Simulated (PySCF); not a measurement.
**Excitation energy of Sr by level of theory**

Sr [Kr] 5s2 (1S) → Sr [Kr] 5s1 5p1 (3P), as a difference of total energies. Calculation: PySCF 2.14, in def2-TZVPPD with the def2 core potential (28 electrons) (6s4p3d1f, 40 functions); a scalar-relativistic core potential. Correlated levels: valence: 4s2 4p6 frozen; valence and next inner shell: nothing frozen outside the core potential. The calculations carry no spin-orbit coupling.

| method | excitation energy (cm⁻¹) | error (cm⁻¹) |
| --- | --- | --- |
| UHF | 7946.0 | -6757 |
| LDA | 15700 | +997 |
| PBE | 14233 | -470 |
| PBE0 | 13388 | -1315 |
| r2SCAN | 12183 | -2519 |
| PW91 | 14302 | -401 |
| wB97M-V | 16746 | +2043 |
| M06 | 17924 | +3222 |
| MP2 (valence) | 11440 | -3262 |
| SCS-MP2 (valence) | 12415 | -2288 |
| MP2 (valence and next inner shell) | 14089 | -613 |
| SCS-MP2 (valence and next inner shell) | 14488 | -214 |

Reference: 14703 cm⁻¹ (measured; NIST levels, between the centres of gravity of the two terms).

Errors of the correlated levels include the incompleteness of this basis and the frozen core.
